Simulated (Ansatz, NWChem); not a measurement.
**Worked example: ICl + SiH3(InH2) → SiH3Cl + InH2I**

Species: ICl (iodine monochloride), singlet; SiH3(InH2), singlet; SiH3Cl (chlorosilane) `[SiH3]Cl`, singlet; InH2I `[InH2][I]`, singlet. The partners trade I for SiH3: Cl–I and In–SiH3 bonds give way to Cl–SiH3 and In–I.

Shapes, held fixed at every level: PBE0-D4/def2-TZVP. Programs: Ansatz 0.2.0. Electronic energies: no zero-point or thermal term.

At CCSD(T)/def2-TZVPP; 1 Eh = 2625.50 kJ/mol:

```
   species  energy (Eh)
       ICl  -756.856014
SiH3(InH2)  -481.504838
    SiH3Cl  -750.619512
     InH2I  -487.854841
```

Question: Work out ΔE of the reaction at this level.

Answer: 
1. Products less reactants: (-750.619512) + (-487.854841) − [(-756.856014) + (-481.504838)] = -0.113501 Eh = -298.0 kJ/mol.

Other levels give -334.3 (HF/def2-SVP) to -283.9 kJ/mol (B3LYP-D4/def2-TZVPP). No measured value is set beside it here. For atoms past krypton def2 sets carry core potentials with scalar relativity. Correlated rows may include outer-core shells of I, In, which these sets cover unevenly.
